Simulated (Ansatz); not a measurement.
O₂Se, charge +1, doublet, geometry from GFN2-xTB (a state made from the parent by changing its charge; the spin is typed, not shown lowest); PBE/6-311G** run with Ansatz (an electronic-structure program).

Ansatz was given this input:
Ansatz 0.2 input:
```yaml
crystal:
  periodic: [false, false, false]
  atoms:
    - {symbol: O, position_ang: [-1.34226404, 0.45689309, 0.02344571]}
    - {symbol: Se, position_ang: [0.01210111, -0.24483605, -0.02051161]}
    - {symbol: O, position_ang: [1.29083433, 0.58366013, 0.06372865]}
basis:
  gaussian:
    orbitals: 6-311G__.json
hamiltonian:
  xc: pbe
total_charge: 1
magnetization: {spin_polarized: true, initial_magnetization: 1}
```
The basis file holds 6-311G** in the JSON format of the Basis Set Exchange.

Question: Write the output that Ansatz gives for this input, abridged.

Answer: 
```
Functional definition: PBE
714 factors; their error is unknown
mean field evaluation 1: about -69386.1644 eV, gradient 9.3e1 eV
mean field evaluation 2: about -69228.0254 eV, gradient 2.1e2 eV
mean field evaluation 4: about -69415.8428 eV, gradient 1.1e1 eV
mean field evaluation 8: about -69416.1313 eV, gradient 1.5e-1 eV
mean field evaluation 16: about -69416.0997 eV, gradient 8.2e-5 eV
mean field evaluation 32: about -69414.6987 eV, gradient 7.9e-6 eV
mean field -69416.09968709 eV, -2550.9946115784 hartree, gradient 2.8e-5 eV, S^2 0.753254; 8 other end points of the search recorded, 0 dependent functions left out
reference -69416.09970744 eV, -2550.9946123262 hartree; 25, 24 occupied and 55, 56 virtual orbitals, 714 factors
Total energy: -69416.09970744 eV, -2550.9946123262 hartree
```
